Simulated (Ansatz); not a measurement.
`C=NBC[SiH3]`. Charge 0, multiplicity 1. The geometry is a stationary point of PBE0-D4/def2-TZVP. It is one conformer, not always the lowest.

```xyz
13

C    -0.961    0.621   -2.466
N    -0.114    0.360   -1.599
B     0.813    0.082   -0.643
C     0.520   -0.921    0.529
Si   -0.024    0.007    2.066
H    -1.009    0.064   -3.408
H    -1.697    1.420   -2.327
H     1.853    0.676   -0.718
H     1.425   -1.476    0.794
H    -0.267   -1.640    0.280
H    -1.308    0.717    1.816
H    -0.225   -0.925    3.210
H     0.995    1.016    2.464
```

Problem. What is the dipole moment at ωB97M-V/def2-TZVPP? (Best estimate.)

Solution. Ansatz gave: 2.18 D, with components (-1.18, -0.27, -1.81) D in this frame, pointing from negative to positive charge.

Problem. And with PBE, r2SCAN, B3LYP? (Estimate.)

Solution. Computed: PBE 2.02 D, r2SCAN 2.03 D, B3LYP 2.06 D.

Problem. Give the Mulliken charges with ωB97M-V, B3LYP, r2SCAN in def2-TZVPP. (Estimate.)

Solution. The calculation gave: 
| atom | ωB97M-V | B3LYP | r2SCAN |
| --- | --- | --- | --- |
| C1 | -0.06 | -0.10 | -0.01 |
| N2 | -0.02 | 0.04 | 0.00 |
| B3 | -0.16 | -0.14 | -0.09 |
| C4 | -0.33 | -0.26 | -0.24 |
| Si5 | 0.17 | 0.26 | 0.27 |
| H6 | 0.11 | 0.11 | 0.08 |
| H7 | 0.12 | 0.11 | 0.08 |
| H8 | 0.05 | 0.01 | -0.01 |
| H9 | 0.12 | 0.10 | 0.08 |
| H10 | 0.11 | 0.09 | 0.07 |
| H11 | -0.04 | -0.08 | -0.08 |
| H12 | -0.04 | -0.08 | -0.08 |
| H13 | -0.03 | -0.07 | -0.07 |

B3LYP here is the variant with VWN-RPA as its local correlation; programs differ in this.
